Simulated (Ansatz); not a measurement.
C10H9NS. Atoms are numbered in the order given.

```xyz
21

C      2.8329    -2.5563     0.2774
C      2.3498    -1.2950     0.2560
C      0.9373    -0.8851     0.2164
C     -0.1041    -1.7833     0.4967
C     -1.4733    -1.4113     0.4537
N     -2.4559    -2.3316     0.7963
C     -1.8140    -0.0819     0.1221
C     -0.7835     0.8271    -0.1509
S     -0.9850     2.5152    -0.5819
C      0.7457     2.7285    -0.7164
C      1.4475     1.5797    -0.4493
C      0.5984     0.4638    -0.1147
H      3.9157    -2.7458     0.3197
H      2.1763    -3.4403     0.2437
H      3.0804    -0.4691     0.2635
H      0.1448    -2.8158     0.7863
H     -2.2042    -3.3160     0.7046
H     -3.4011    -2.1293     0.4702
H     -2.8683     0.2317     0.0907
H      1.1440     3.7124    -0.9926
H      2.5433     1.5330    -0.4959
```
Charge 0, spin multiplicity 1.

Geometry: PBE-D3(BJ)/def2-SVP. This is a generated structure with no PubChem entry under its InChIKey; it may be hypothetical. Other conformers were not sampled.

These are PBE-D3(BJ)/def2-SVP run with Ansatz (an electronic-structure program) values and carry that method's errors.

Each state was relaxed at this level (stationary points, no frequency check), unrestricted for open shells, gas phase, no zero-point terms. λ is the four-point inner reorganisation energy.

**Question.** Estimate the ionisation, attachment and triplet energies that can be given, with their reorganisation energies. (Estimate from the structure and the level; the computed values follow.)

**Answer.** 
| quantity | at the neutral's geometry (eV) | adiabatic (eV) | at the other state's geometry (eV) | relaxation of that state (meV) | relaxation of the neutral (meV) | λ (meV) |
|---|---|---|---|---|---|---|
| ionisation energy | 6.84 | 6.66 | 6.54 | 184 | 114 | 298 |
| T1 energy | 2.56 | 2.21 | 1.90 | 344 | 308 | 652 |
